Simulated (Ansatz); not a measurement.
Input file for Ansatz (a program for electronic structure): U-CCSD(T)/def2-TZVPP on SN-, 2S+1 = 3, a spin state set in the input, which need not be the lowest, a point of a bond scan (R = 1.595 Å). Charge -1.

Ansatz 0.2 input:
```yaml
crystal:
  periodic: [false, false, false]
  atoms:
    - {symbol: N, position_ang: [0.00000000, 0.00000000, 0.00000000]}
    - {symbol: S, position_ang: [0.00000000, 0.00000000, 1.59452200]}
basis:
  gaussian:
    orbitals: def2-TZVPP
    pivot_positions_ang: [[0.00000000, 0.00000000, 0.00000000], [0.00000000, 0.00000000, 1.59452200]]
total_charge: -1
magnetization: {spin_polarized: true, initial_magnetization: 2}
correlation: {method: ccsd_t, electrons: valence}
output: {orbitals: {seedname: ./end}}
```

Program output:

```
WARN ansatz: RAYON_NUM_THREADS=1 ignored (pool sized by the plan → 1); use --threads N
Functional definition: HF
integrals: 0.07 GiB planned
490 factors; integrals over basis functions are off by at most 3.7e-4 eV
mean field: 0.13 GiB planned
mean field evaluation 1: about -12297.4549 eV, gradient 1.4e1 eV
mean field evaluation 2: about -12297.4566 eV, gradient 1.4e1 eV
mean field evaluation 4: about -12298.9253 eV, gradient 2.9e0 eV
mean field evaluation 8: about -12299.1117 eV, gradient 1.2e-1 eV
mean field evaluation 16: about -12298.9239 eV, gradient 2.9e0 eV
mean field evaluation 32: about -12295.1730 eV, gradient 1.2e-3 eV
mean field -12299.11230899 eV, -451.9840407175 hartree, gradient 2.4e-6 eV, S^2 2.057009; 0 other end points of the search recorded, 0 dependent functions left out
6 core orbitals not correlated
reference -12299.11230899 eV, -451.9840407175 hartree; 7, 5 occupied and 60, 62 virtual orbitals, 490 factors
second order -8.90190896 eV of doubles, -0.00000000 eV of singles
coupled cluster: 0.21 GiB planned
cycle   1  -9.21385120 eV  change   -3.1e-1 eV  update   9.8e-2
cycle   2  -9.55626570 eV  change   -3.4e-1 eV  update   3.5e-2
cycle   3  -9.67032976 eV  change   -1.1e-1 eV  update   2.9e-2
cycle   4  -9.68191589 eV  change   -1.2e-2 eV  update   1.4e-2
cycle   5  -9.68454341 eV  change   -2.6e-3 eV  update   5.3e-3
cycle   6  -9.68556418 eV  change   -1.0e-3 eV  update   1.5e-3
cycle   7  -9.68555737 eV  change    6.8e-6 eV  update   3.7e-4
cycle   8  -9.68554180 eV  change    1.6e-5 eV  update   1.3e-4
cycle   9  -9.68547695 eV  change    6.5e-5 eV  update   4.1e-5
cycle  10  -9.68546613 eV  change    1.1e-5 eV  update   1.4e-5
perturbative correction -0.48429051 eV, -0.0177973480 hartree
Total energy: -12309.28206563 eV, -452.3577723807 hartree
```

Self-consistency was reached.

Cost: roughly 5 core-seconds.
